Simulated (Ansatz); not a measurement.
Total energies of SeS2 (the lowest singlet isomer of a short search) from Ansatz at PBE-D4/def2-TZVP, gas phase (1 Eh = 27.2114 eV = 2625.5 kJ/mol). The reference geometry is relaxed at PBE0-D4/def2-TZVP.

Cartesian coordinates in Å:
```
S -1.146 0.343 -1.215
S 0.515 0.352 -0.279
Se 0.631 -0.695 1.494
```

```csv
state,geometry,energy (Eh)
charge 0 singlet,reference,-3197.27912
charge 1 doublet,reference,-3196.94171
charge 0 triplet,relaxed at PBE0-D4/def2-TZVP,-3197.25666
charge 0 quintet,relaxed at PBE0-D4/def2-TZVP,-3197.18883
free S atom (triplet),–,-397.93833
free Se atom (triplet),–,-2401.12489
```

Problem. Work out the vertical ionisation energy to the doublet.

Solution. E(charge 1 doublet) − E(charge 0 singlet) = -3196.94171 − (-3197.27912) = 0.33741 Eh = 9.18 eV. For comparison, −ε of the highest occupied level is 6.10 eV at this level, 3.08 eV less.

Problem. Which of the charge 0 states is lowest, and how far above it are the others?

Solution. The singlet. triplet: -3197.25666 − (-3197.27912) = 0.02246 Eh = 59.0 kJ/mol; quintet: -3197.18883 − (-3197.27912) = 0.09029 Eh = 237.1 kJ/mol. The quintet has fallen apart, so its energy is that of loose fragments and no spin gap. The quintet differs in its bonds from the reference.

Problem. What is the binding energy per atom against free atoms?

Solution. Atoms: 2 × (-397.93833) + 1 × (-2401.12489) = -3197.00155 Eh. Binding: -3197.00155 − (-3197.27912) = 0.27757 Eh = 7.55 eV, or 2.52 eV for each of 3 atoms (no zero-point energy, no counterpoise term).

The structure comes from a short search, and lower isomers may exist.
